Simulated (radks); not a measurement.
All-electron atom: Kr XV in [Ar] 3d4.

Method: scalar-relativistic Kohn-Sham, BLYP, spin-polarised, spherical densities, finite nucleus; open shells are filled with parallel spins first; Fermi nuclear charge, rms radius 4.1884 fm; computed with a radial shooting solver on a logarithmic mesh with Libxc functionals.

Energy parts (hartree):
| part | energy |
|---|---|
| total | -2698.68840 |
| kinetic | 2763.18482 |
| electron-nucleus | -6157.01723 |
| Hartree | 778.31446 |
| exchange-correlation | -83.17044 |

Orbitals (lengths in bohr, moments of r in powers of bohr; r(90%) holds 90 % of the orbital's charge):
[
 {"orbital": "1s up", "occ.": "1", "eigenvalue (hartree)": "-536.4364", "r(90%)": "0.0742"},
 {"orbital": "1s down", "occ.": "1", "eigenvalue (hartree)": "-536.4351", "r(90%)": "0.0742"},
 {"orbital": "2s up", "occ.": "1", "eigenvalue (hartree)": "-84.67126", "r(90%)": "0.283"},
 {"orbital": "2s down", "occ.": "1", "eigenvalue (hartree)": "-84.43121", "r(90%)": "0.282"},
 {"orbital": "2p up", "occ.": "3", "eigenvalue (hartree)": "-76.75419", "r(90%)": "0.260"},
 {"orbital": "2p down", "occ.": "3", "eigenvalue (hartree)": "-76.57416", "r(90%)": "0.260"},
 {"orbital": "3s up", "occ.": "1", "eigenvalue (hartree)": "-23.82531", "r(90%)": "0.724"},
 {"orbital": "3s down", "occ.": "1", "eigenvalue (hartree)": "-23.48945", "r(90%)": "0.728"},
 {"orbital": "3p up", "occ.": "3", "eigenvalue (hartree)": "-21.27599", "r(90%)": "0.735"},
 {"orbital": "3p down", "occ.": "3", "eigenvalue (hartree)": "-20.93612", "r(90%)": "0.739"},
 {"orbital": "3d up", "occ.": "4", "eigenvalue (hartree)": "-17.26953", "r(90%)": "0.720"},
 {"orbital": "3d down", "occ.": "0", "eigenvalue (hartree)": "-16.88646", "r(90%)": "0.728"}
]

The highest occupied level is 3d up at -469.93 eV. For comparison, the ionisation energy in NIST's Atomic Spectra Database is 492 eV (theoretical). In exact Kohn-Sham theory the highest level is minus the ionisation energy, but local and semilocal functionals leave it too shallow, through self-interaction and a potential that decays too fast; potentials with the right tail come closer. The density falls to 0.001 e/bohr^3 at r = 1.44 bohr. Summed over all electrons, <r^2> = 3.510 bohr^2, which gives a Langevin (diamagnetic) susceptibility term of -2.78 x 10^-6 cm^3/mol.
